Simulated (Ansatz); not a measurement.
Relaxation of GeH$_{6}$O (8 atoms, charge 0, multiplicity 1), to a largest force component of 0.03 eV/Å in at most 50 steps.

All numbers below come from Ansatz, RKS LDA/def2-SVP.

```xyz
8
Properties=species:S:1:pos:R:3:forces:R:3
Ge 0.254 -0.362 -0.413 0.02 0.01 -0.35
O -0.074 0.067 2.519 0.36 -0.37 0.23
H -0.962 -0.337 2.533 0.03 -0.07 0.00
H 1.391 0.102 -1.351 -0.02 -0.04 -0.01
H -0.425 0.855 0.221 0.04 -0.03 -0.01
H -0.777 -1.157 -1.251 0.03 0.00 0.02
H 0.877 -1.361 0.591 -0.01 0.03 -0.02
H 0.522 -0.691 2.290 -0.45 0.48 0.14
```

Q: Where does it end, and by what steps?

A: The run converged. The force dipped under the threshold on the way, but the program's further checks kept it going. After 20 steps the energy has fallen by 0.191 eV; H6 moved furthest, 0.94 Å.

```json
{"step": "0", "energy less start (eV)": "0.0000", "largest force component (eV/Å)": "0.476", "accepted": "yes"}
{"step": "1", "energy less start (eV)": "-0.0383", "largest force component (eV/Å)": "1.047", "accepted": "yes"}
{"step": "2", "energy less start (eV)": "-0.0122", "largest force component (eV/Å)": "1.101", "accepted": "no"}
{"step": "3", "energy less start (eV)": "-0.0636", "largest force component (eV/Å)": "0.157", "accepted": "yes"}
{"step": "4", "energy less start (eV)": "-0.0649", "largest force component (eV/Å)": "0.102", "accepted": "yes"}
{"step": "5", "energy less start (eV)": "-0.0620", "largest force component (eV/Å)": "0.301", "accepted": "no"}
{"step": "6", "energy less start (eV)": "-0.0669", "largest force component (eV/Å)": "0.071", "accepted": "yes"}
{"step": "7", "energy less start (eV)": "-0.0704", "largest force component (eV/Å)": "0.229", "accepted": "yes"}
{"step": "8", "energy less start (eV)": "-0.0714", "largest force component (eV/Å)": "0.610", "accepted": "yes"}
{"step": "9", "energy less start (eV)": "-0.1012", "largest force component (eV/Å)": "0.264", "accepted": "yes"}
{"step": "10", "energy less start (eV)": "-0.1240", "largest force component (eV/Å)": "0.274", "accepted": "yes"}
{"step": "11", "energy less start (eV)": "-0.1307", "largest force component (eV/Å)": "1.221", "accepted": "yes"}
{"step": "12", "energy less start (eV)": "-0.1771", "largest force component (eV/Å)": "0.116", "accepted": "yes"}
{"step": "13", "energy less start (eV)": "-0.1811", "largest force component (eV/Å)": "0.084", "accepted": "yes"}
{"step": "14", "energy less start (eV)": "-0.1668", "largest force component (eV/Å)": "0.992", "accepted": "no"}
{"step": "15", "energy less start (eV)": "-0.1854", "largest force component (eV/Å)": "0.038", "accepted": "yes"}
{"step": "16", "energy less start (eV)": "-0.1895", "largest force component (eV/Å)": "0.029", "accepted": "yes"}
{"step": "17", "energy less start (eV)": "-0.1823", "largest force component (eV/Å)": "0.593", "accepted": "no"}
{"step": "18", "energy less start (eV)": "-0.1900", "largest force component (eV/Å)": "0.221", "accepted": "yes"}
{"step": "19", "energy less start (eV)": "-0.1904", "largest force component (eV/Å)": "0.037", "accepted": "yes"}
{"step": "20", "energy less start (eV)": "-0.1912", "largest force component (eV/Å)": "0.023", "accepted": "yes"}
```

```xyz
8
Properties=species:S:1:pos:R:3
Ge 0.406 -0.243 -0.367
O -0.572 -0.155 2.420
H -1.064 -0.957 2.161
H 1.002 -0.388 -1.788
H 0.275 1.244 -0.013
H -0.963 -0.951 -0.352
H 1.373 -0.960 0.603
H 0.350 -0.474 2.473
```

Whether the end is a true minimum wasn't checked by a vibrational analysis.

Time of the run: 11 s on 2 threads of Arm Neoverse V2, with other jobs on the host, peak memory 0.14 GiB.
